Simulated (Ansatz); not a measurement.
Molecule: CH4B, net charge 0, doublet state. It need not be the lowest isomer of its formula. 
Coordinates optimised at B3LYP-D3(BJ)/def2-TZVP (Ansatz, a first-principles code):
SMILES: B[CH2]
```xyz
6

B      0.8067     0.0823     0.0093
C     -0.7079    -0.0722    -0.0081
H      1.5076    -0.8176    -0.3399
H      1.3034     1.1043     0.3723
H     -1.2154    -0.8892    -0.5127
H     -1.3813     0.6243     0.4828
```
Charge 0, spin multiplicity 2.

Parts of the frozen-core correlation energy in cc-pVDZ (Ansatz, hartree). Frozen orbitals: 2; correlated occupied orbitals by spin: 6 and 5; virtual: 40 and 41. Open shells are spin-unrestricted. No spin-orbit coupling. Non-relativistic.

```tsv
term	value
reference (HF)	-64.82864
MP2 opposite-spin	-0.16298
MP2 same-spin	[?]
CCSD correlation	[?]
(T)	[?]
CCSDT minus CCSD(T)	-0.00079
T1 diagnostic	0.012
largest doubles amplitude	0.028
<S^2> of the reference	0.757
```

What belongs in the gaps?


- MP2 same-spin, value: -0.03766
- CCSD correlation, value: -0.23731
- (T), value: -0.00516
